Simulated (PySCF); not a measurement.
# Vertical excitation energies

Compound: C5H6F4.
Z-matrix (Å and degrees, PBE0-D3(BJ)/def2-SVP geometry), rows numbered from 1:
```
C 
C   1  1.5055
C   2  1.5115  1  123.03
C   3  1.4883  2   59.61  1  -113.68
F   4  1.3573  2  116.66  3   108.23
C   4  1.5081  2  123.26  3  -111.15
F   6  1.3343  4  111.28  2   -70.95
F   6  1.3383  4  111.47  2    49.22
F   6  1.3302  4  110.80  2   169.18
H   1  1.1003  2  110.05  3   -87.02
H   1  1.1004  2  110.93  3   153.53
H   1  1.0975  2  111.97  3    32.95
H   2  1.0956  1  114.67  3   145.70
H   3  1.0931  2  118.11  4   107.24
H   3  1.0923  2  118.43  4  -104.83
```

Computed, not measured: TDDFT PBE0/def2-SVPD, vertical, gas phase, core orbitals frozen in the response in PySCF 2.14.0, density-fitted response routines.

```json
{"state": "S1", "E (eV)": "8.09", "E (hartree)": "0.2974", "f": "0.0074", "main configurations (H = HOMO, L = LUMO)": "H→L (75%), H→L+1 (20%)"}
{"state": "S2", "E (eV)": "8.43", "E (hartree)": "0.3098", "f": "0.0039", "main configurations (H = HOMO, L = LUMO)": "H-1→L (53%), H→L+1 (20%), H-1→L+1 (13%)"}
{"state": "S3", "E (eV)": "8.50", "E (hartree)": "0.3124", "f": "0.015", "main configurations (H = HOMO, L = LUMO)": "H→L+1 (46%), H-1→L (27%), H→L (16%)"}
{"state": "S4", "E (eV)": "8.82", "E (hartree)": "0.3240", "f": "0.0049", "main configurations (H = HOMO, L = LUMO)": "H-1→L+1 (71%), H-1→L (16%)"}
{"state": "S5", "E (eV)": "8.90", "E (hartree)": "0.3272", "f": "0.018", "main configurations (H = HOMO, L = LUMO)": "H→L+2 (73%), H→L+3 (18%)"}
{"state": "S6", "E (eV)": "8.99", "E (hartree)": "0.3306", "f": "0.021", "main configurations (H = HOMO, L = LUMO)": "H→L+3 (71%), H→L+2 (20%)"}
```

The lowest singlet comes at 153 nm (781 kJ/mol) in the vacuum ultraviolet; it is weak; its leading configuration is HOMO→LUMO (75%). The most intense listed level is S6 at 8.99 eV (138 nm, f = 0.021), 0.90 eV above S1. It is the last of those listed, so stronger ones may follow. Löwdin shares by element: HOMO carbon 58% or more, fluorine 17% or more (atoms not listed hold the other 25%); LUMO carbon 42% or more, hydrogen 11% or more (atoms not listed hold the other 47%). Of the 6 states listed, 3 reach f = 0.01 and none stays under 0.0005. Orbital energies (eV): HOMO-3 -11.15, HOMO-2 -10.51, HOMO-1 -9.06, HOMO -8.70, LUMO 0.68, LUMO+1 1.06, LUMO+2 1.34. The listed states span 0.90 eV, and the widest gap between neighbours is 0.34 eV (S1 to S2). Only the lowest 6 singlets were computed, as vertical energies without vibronic structure.
